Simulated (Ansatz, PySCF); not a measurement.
SrF₂, SMILES [F][Sr][F].

Geometry optimised at B3LYP-D3(BJ)/def2-TZVP. The isomer is the one that the SMILES or the coordinates give; other isomers of the formula were not compared. The def2 effective core potentials stand for the cores of Sr; spin–orbit coupling is left out.

Vertical ionisation energy (IE) and electron affinity (EA) in eV. Rows of orbital energies are one-electron estimates. Where ΔSCF, EOM or ADC give a negative EA the extra electron is unbound and the value depends on the basis.

```
level                                                                    IE    EA
--------------------------------------------------------------------  -----  ----
−ε(HOMO), −ε(LUMO), HF/def2-TZVPD (PySCF)                             13.41  0.37
−ε(HOMO), −ε(LUMO), PBE/def2-TZVPD (PySCF)                             6.64  2.33
ΔSCF, PBE0/def2-TZVPD (Ansatz), final states of multiplicity 2 and 2  10.88  0.72
ΔSCF, PBE/def2-TZVPD (Ansatz), final states of multiplicity 2 and 2   10.42  0.73
```

Task: What vertical singlet–triplet gap does ΔSCF give with PBE0/def2-TZVPD (Ansatz, a program for electronic structure) and with PBE/def2-TZVPD (Ansatz)? (Estimate from the structure and the level; the computed values follow.)

Result: 5.70 and 5.17 eV (triplet above singlet where positive).
